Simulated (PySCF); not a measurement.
**Working out the ionisation energy of Ni**

Ni [Ar] 3d8 4s2 (3F) → Ni⁺ [Ar] 3d9 (2D). All numbers are calculated (PySCF 2.14, the non-relativistic Hamiltonian (point nucleus), in aug-cc-pVTZ with one added diffuse shell each of s, p, d, f, g type (9s8p6d4f3g, 118 functions)). Frozen: [Ar]. Energies in hartree (1 hartree = 27.21139 eV):

```json
{"part": "UHF", "Ni (lower)": "-1506.879480", "Ni⁺ (upper)": "-1506.595929"}
{"part": "MP2 opposite-spin", "Ni (lower)": "-0.218509", "Ni⁺ (upper)": "-0.244904"}
{"part": "MP2 same-spin", "Ni (lower)": "-0.119319", "Ni⁺ (upper)": "-0.138840"}
```

What does Hartree-Fock give?

(-1506.595929) − (-1506.879480) = 0.283551 hartree = 7.716 eV.

What do MP2 and SCS-MP2 (6/5 opposite-spin, 1/3 same-spin) give?

The opposite-spin parts differ by -0.718 eV and the same-spin parts by -0.531 eV. MP2: 7.716 + (-0.718) + (-0.531) = 6.467 eV. SCS-MP2: 7.716 + 1.2 × (-0.718) + (-0.531)/3 = 6.677 eV.

A first-order spin-orbit estimate adds 0.053 eV to MP2 (valence), giving 6.520 eV against 7.640 eV (measured; NIST Atomic Spectra Database, ionization energies).

The calculation is non-relativistic.

What remains against the reference includes basis incompleteness, the frozen core and correlation beyond second order.
